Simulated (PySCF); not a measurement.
Si(CF3)(H)3 (CH₃F₃Si), SMILES FC(F)(F)[SiH3]. Atoms are numbered in the order given.

```xyz
8

Si     0.0000     0.0000    -1.5150
C      0.0000     0.0000     0.4146
F     -1.0848    -0.6263     0.9116
F      0.0000     1.2526     0.9116
F      1.0848    -0.6263     0.9116
H      0.0000    -1.4159    -1.9637
H      1.2262     0.7079    -1.9637
H     -1.2262     0.7079    -1.9637
```
Charge 0, spin multiplicity 1.

The structure is a stationary point at ωB97X-D3(BJ)/def2-SVP.

Method: TDA-CAM-B3LYP/def2-SVPD in PySCF.

Vertical excitations; the highest root listed may be one member of a degenerate set. The molecule is in vacuum. State labels are in the subgroup Cs.

Computed UV-visible absorptions:
```csv
state,symmetry,energy (eV),λ (nm),f,main pairs
S1,A',9.06,137,0.001,"HOMO−1→LUMO, HOMO→LUMO+2, HOMO−1→LUMO+1 (degenerate set)"
S2,A",9.06,137,0.001,"HOMO−2→LUMO, HOMO→LUMO+3, HOMO−2→LUMO+1 (degenerate set)"
S3,A',9.12,136,0.013,HOMO→LUMO 96 %
S4,A",9.43,131,0.010,"HOMO→LUMO+3, HOMO−2→LUMO (degenerate set)"
S5,A',9.43,131,0.010,"HOMO→LUMO+2, HOMO−1→LUMO (degenerate set)"
S6,A",9.62,129,0.000,"HOMO−2→LUMO+2 48 %, HOMO−1→LUMO+3 48 %"
S7,A',9.71,128,0.267,HOMO→LUMO+1 91 %
S8,A',9.89,125,0.164,"HOMO−1→LUMO+1, HOMO−1→LUMO (degenerate set)"
S9,A",9.89,125,0.164,"HOMO−2→LUMO+1, HOMO−2→LUMO (degenerate set)"
S10,A",10.50,118,0.136,"HOMO→LUMO+5 29 %, HOMO−1→LUMO+3 27 %, HOMO−2→LUMO+2 27 %"
T1,A',8.21,151,0,"HOMO→LUMO 74 %, HOMO→LUMO+1 16 %"
T2,A",8.46,147,0,HOMO−2→LUMO (degenerate set)
T3,A',8.46,147,0,HOMO−1→LUMO (degenerate set)
T4,A',8.54,145,0,HOMO→LUMO+2 75 %
```
Triplets are in the Tamm–Dancoff approximation.
